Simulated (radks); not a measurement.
Problem. Pm I, 61 electrons, occupied as [Xe] 4f4 5d1 6s2 (not the ground configuration). Calculated with a radial shooting solver on a logarithmic mesh with Libxc functionals: scalar-relativistic Kohn-Sham, PBE, spin-polarised, spherical densities, point nucleus; open shells are filled with parallel spins first (spin-orbit coupling, left out, can overturn this in heavy ions). Some entries of the table are withheld. Estimate them.

orbital  occ.  eigenvalue (eV)  <r> (bohr)
1s down     1        -45030.10     0.02318
1s up       1        -45030.10     0.02318
2s up       1        -7326.488     0.09896
2s down     1        -7326.445     0.09896
2p up       3        -6542.950     0.08711
2p down     3        -6542.919     0.08711
3s up       1        -1603.894      0.2606
3s down     1        -1602.614      0.2605
3p up       3        -1357.911      0.2589
3p down     3        -1356.636      0.2587
3d up       5        -1020.738      0.2364
3d down     5        -1019.744      0.2362
4s up       1        -325.5403      0.5921
4s down     1        -322.2277      0.5920
4p up       3        -244.6898      0.6265
4p down     3        -241.3762      0.6264
4d up       5        -130.4730      0.6848
4d down     5        -127.1620      0.6851
5s up       1         -46.0077       1.413
5s down     1         -43.8751       1.425
5p up       3         -26.0045       1.643
5p down     3         -24.2433       1.663
4f up       4              (1)      0.9502
4f down     0              (2)      0.9823
6s up       1          -4.1231       4.094
6s down     1          -3.6404       4.263
5d up       1          -3.2007       2.794
5d down     0          -2.2759       3.030

Solution. 
(1) 4f up eigenvalue (eV): -8.5746
(2) 4f down eigenvalue (eV): -5.5628
